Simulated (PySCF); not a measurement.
Ge(H)(Me)2(NMe2), SMILES C[N](C)[GeH]([CH3])[CH3] (GFN2-xTB optimised geometry):

```
19

Ge    -0.815    -1.159     0.000
C     -1.655     0.651     0.000
C     -1.412    -2.224    -1.554
N      1.030    -1.159     0.000
C      1.718    -0.700     1.185
C      1.739    -0.788    -1.203
H     -1.128    -1.862     1.306
H     -1.395     1.184    -0.911
H     -1.315     1.238     0.848
H     -2.736     0.571     0.051
H     -2.449    -2.520    -1.427
H     -0.810    -3.123    -1.656
H     -1.339    -1.653    -2.476
H      1.842     0.392     1.208
H      2.713    -1.153     1.230
H      1.155    -1.006     2.065
H      1.198    -1.159    -2.071
H      1.863     0.300    -1.305
H      2.736    -1.238    -1.197
```

Level of theory: CAM-B3LYP/def2-SVP (PySCF).

### Question
What are the frontier orbital energies and the dipole moment?

### Answer
HOMO-2 -10.05 eV, HOMO-1 -9.76 eV, HOMO -7.13 eV, LUMO 2.34 eV, LUMO+1 2.82 eV; dipole moment 0.84 D.

On the same geometry PBE/def2-SVP in PySCF gives HOMO-2 -7.34 eV, HOMO-1 -7.13 eV, HOMO -4.43 eV, LUMO 0.65 eV, LUMO+1 1.02 eV; dipole moment 0.82 D.

Meta-Löwdin charges at CAM-B3LYP/def2-SVP: Ge1 0.74, C2 -0.52, C3 -0.50, N4 -0.41, C5 -0.18, C6 -0.18, H7 -0.10, H8 0.10, H9 0.11, H10 0.11, H11 0.11, H12 0.11, H13 0.10, H14 0.07, H15 0.09, H16 0.10, H17 0.09, H18 0.07, H19 0.09.
